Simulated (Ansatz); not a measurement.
Cs₃I₂. Charge 0, multiplicity 2. Geometry PBE-D4/def2-SVP, basis def2-TZVP, Ansatz.

```xyz
5

Cs    2.961   -1.583    1.376
Cs    0.349   -1.714   -3.179
Cs   -1.903    1.883    1.037
I    -2.254    0.637   -2.336
I     0.848    0.777    3.102
```

| run | HOMO (eV) | LUMO (eV) |
| --- | --- | --- |
| A | -2.72 | -1.33 |
| B | -2.47 | -1.36 |
| C | -3.78 | 0.07 |
| D | -2.34 | -1.88 |
| E | -2.30 | -1.42 |

In the def2 sets Cs, I take a core potential; there is no spin–orbit coupling. Another isomer (doublet) lies 0.21 eV lower at PBE0-D4/def2-TZVP; other spin states weren't run for this one.

HOMO and LUMO are taken over both spins.

Task: The runs used PBE, PBE0, r2SCAN, r2SCANh, ωB97X-V. Estimate which is which.

Result: A PBE0 (25 % exact exchange); B r2SCANh (10 % exact exchange); C ωB97X-V (range-separated); D PBE (0 % exact exchange); E r2SCAN (0 % exact exchange). Exact exchange lowers occupied and raises empty levels; among semilocal functionals meta-GGAs tend to open the gap a little, and such runs are hard to tell apart. The gap grows from 0.46 eV (PBE) to 3.85 eV (ωB97X-V).
